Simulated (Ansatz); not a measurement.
Saddle point of Si₂H₇OF, closed shell (Si₂H₅OF ([F][SiH2][O][SiH3]) + H₂ → Si₂H₆O ([SiH3][O][SiH3]) + HF; bonds formed: Si1–H8, F2–H7; bonds broken: Si1–F2, H7–H8), PBE0-D4/def2-TZVP structure:

Si1  (-0.202, 0.035, 1.263)
F2  (0.518, -1.528, 0.281)
O3  (-0.320, 0.847, -0.134)
Si4  (-0.276, 0.528, -1.754)
H5  (-0.099, 1.143, 2.250)
H6  (-1.302, -0.840, 1.709)
H7  (1.187, -1.108, 1.194)
H8  (1.302, -0.451, 1.894)
H9  (-1.157, -0.618, -2.089)
H10  (1.115, 0.242, -2.178)
H11  (-0.765, 1.750, -2.437)
(Å)

Energies are electronic, without zero-point energy. Barriers and step energies count from the start structure reached by relaxing down the imaginary mode; all methods use the PBE0-D4 structures, on which another method's saddle can fall below an end. Ansatz 0.2.0; basis: def2-TZVPP, with def2-QZVPP for the basis limit; cores frozen in the correlated methods. B3LYP uses VWN-RPA correlation. Extrapolation: Hartree–Fock as exp(−7.88 √X), correlation as X^−2.97.

| method | barrier (eV) | step energy (eV) |
| --- | --- | --- |
| SPW92 | 1.904 | 1.149 |
| PBE-D4 | 2.256 | 1.211 |
| BLYP-D4 | 2.494 | 1.312 |
| r2SCAN-D4 | 2.464 | 1.350 |
| B97M-V | 2.601 | 1.341 |
| PBE0-D4 | ? | 1.228 |
| B3LYP-D4 | 2.632 | 1.320 |
| r2SCAN0-D4 | 2.598 | 1.334 |
| BHLYP-D4 | 2.861 | 1.354 |
| CAM-B3LYP-D4 | 2.648 | 1.339 |
| wB97X-V | 2.626 | 1.313 |
| wB97M-V | ? | 1.324 |
| B2PLYP | 2.699 | 1.347 |
| PBE-QIDH | ? | 1.293 |
| RPA on PBE | 2.710 | 1.311 |
| HF | 3.414 | 1.413 |
| MP2 | 2.715 | 1.359 |
| CCSD | 2.836 | 1.315 |
| CCSD(T) | 2.730 | 1.313 |

(1) Fill in the withheld barriers. (To be estimated.)

No T1 diagnostic of these runs exceeds 0.013.

## Answers

(1) The calculation gives: PBE-QIDH 2.638; wB97M-V 2.596; PBE0-D4 2.462 eV. Each is the energy of the saddle less that of the start structure, by the same method.

For comparison, the barrier by CCSD(T) at an estimated basis limit (MP2 extrapolated from triple and quadruple zeta, plus CCSD(T) − MP2 in triple zeta) is 2.729 eV.

Labels in which every atom is bracketed show which atoms are joined, not bond orders.

For scale, one of the runs: CCSD(T)/def2-TZVPP, 244 basis functions, launched by `ansatz run in.yaml --threads 4 --pin off --events-out ev --progress --plain --max-ram 9574MiB`. Hardware: 4 CPU threads of an Arm Neoverse V1, shared host. Wall time 120 s; peak host memory 4.7 GiB.
